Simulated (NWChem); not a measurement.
Species: SiO2 anion, doublet

```xyz
3

O     -1.4759     0.0000    -0.2647
Si     0.0000     0.0000     0.3025
O      1.4759     0.0000    -0.2647
```
Atoms are numbered in this order, from 1.

All runs: NWChem. Spin-unrestricted. In the optimisation the excess spin sits in a1 (C2v, its own frame). Sets without diffuse functions describe the anion's extra electron poorly. Geometry: optimised at B3LYP/def2-SVPD, spin-unrestricted. No stability test was run on the SCF state. The highest occupied level is positive in some or all of these runs, so the extra electron may be held by the finite basis. Level TPSS/def2-SVP: single points from the atomic guess with DIIS by default; each run changes one setting, and all converged runs end within 0.3 mHa of each other. NWChem's automatic level shift, which a small gap switches on, acted in some of these runs.

Question: Which setting needs the most SCF iterations, or fails (no level shifting; DIIS on 20 Fock matrices; no DIIS, 40 % damping; occupation smearing of 0.005 Ha; core-Hamiltonian guess; defaults)?

Answer: no DIIS, 40 % damping, which doesn't converge.
```
setting                                SCF iterations
-------------------------------  --------------------
defaults                                            7
core-Hamiltonian guess                             22
occupation smearing of 0.005 Ha                     7
no level shifting                                   7
DIIS on 20 Fock matrices                            7
no DIIS, 40 % damping            not converged in 200
```
